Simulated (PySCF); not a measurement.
Write Cartesian coordinates for `C[O][AlH2-][AsH3+]` as optimised with PBE0-D3(BJ)/def2-SVP.

```xyz
12
CH8AlAsO angstrom
C     -1.8457    0.8281   -0.1494
O     -1.1626   -0.0215    0.7036
Al    -0.2338   -1.4589    0.4728
As     1.9863    0.0326    0.1718
H     -2.8728    1.0129    0.2158
H     -1.3510    1.8175   -0.2196
H     -1.9331    0.4363   -1.1832
H     -0.3036   -2.1772   -0.9517
H      0.1830   -2.2124    1.8086
H      2.3122    0.8578    1.3949
H      1.8492    1.1899   -0.7913
H      3.4112   -0.3334   -0.1868
```

Orientation and origin are arbitrary. Atoms count from 1 in this order. Al3 (aluminium bonded to As, O and 2 H) has angles from 89.8° to 123.2°. As4 (arsenic bonded to Al and 3 H) has angles from 96.7° to 132.0°.

Bonds between heavy atoms (Å): C1–O2 1.384, O2–Al3 1.727, Al3–As4 2.691.

Method: PBE0-D3(BJ)/def2-SVP geometry optimisation, gas phase (PySCF 2.14.0).

Point group: C1 (no symmetry element, even within 0.4 Å). Whether it is a minimum is left open (no frequencies). One conformer, not necessarily the lowest (C1–O2–Al3–As4 90°, O2–Al3–As4–H 61° and -49° and -175°).

On Arm Neoverse V1, one thread, shared host, this took 3.4 min wall and 0.50 GiB of memory at its peak. This is the geometry optimisation.
